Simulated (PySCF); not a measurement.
Compound: K2.
SMILES: `[K][K]`

Theory: PBE0/def2-TZVP geometry optimisation, gas phase (PySCF 2.14.0).

Take the most abundant isotopes and a rigid rotor. 

Problem. What are the moment of inertia and the rotational constant?

Solution. I = 313.210 u·Å², B = 505379 MHz·u·Å²/I = 1614 MHz (0.0538 cm⁻¹, or 0.077 K as hB/k). For two atoms I = μr² with μ = 19.4819 u and r = 4.0096 Å.

Problem. List the first levels of a rigid rotor in a Σ state.

Solution. E(J) = BJ(J+1): J = 1: 0.108, J = 2: 0.323, J = 3: 0.646, J = 4: 1.076, J = 5: 1.615, J = 6: 2.261 cm⁻¹.

Problem. Has it a pure rotational spectrum?

Solution. Not by electric dipole: D∞h allows no dipole (computed 0.00 D). Rotational Raman lines (ΔJ = 2) lie at B(4J + 6), spaced by 4B = 0.215 cm⁻¹, with nuclear-spin weights that differ between even and odd J.

Whether it is a minimum is left open (no frequencies). No vibrational averaging or centrifugal distortion is included, and the geometry carries the error of its method.
